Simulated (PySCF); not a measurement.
# Lu: excitation energy

Lu [Xe] 4f14 5d1 6s2 (2D) → Lu [Xe] 4f14 6s2 6p1 (2P), as a difference of total energies. All numbers are calculated (PySCF 2.14, scalar relativity by spin-free X2C-1e, in ANO-RCC-VTZP (8s7p5d3f2g1h, 104 functions)). Correlated levels: valence: [Kr] 4d10 frozen; valence and next inner shell: [Ar] 3d10 frozen. The calculations carry no spin-orbit coupling.

```csv
method,excitation energy (cm⁻¹),error (cm⁻¹)
UHF,1518.4,-3648
LDA,8905.0,+3738
PBE,7883.2,+2717
PBE0,6809.3,+1643
r2SCAN,8470.8,+3304
PW91,8141.0,+2974
B3LYP,7911.7,+2745
MP2 (valence),5684.8,+518
SCS-MP2 (valence),4739.8,-427
MP2 (valence and next inner shell),5617.6,+451
SCS-MP2 (valence and next inner shell),4683.5,-483
```

Reference: 5166.5 cm⁻¹ (measured; NIST levels, between the centres of gravity of the two terms).

Errors of the correlated levels include the incompleteness of this basis and the frozen core.

The basis was made for the ground configuration and has no added diffuse functions, so the excitation energy can come out too high.
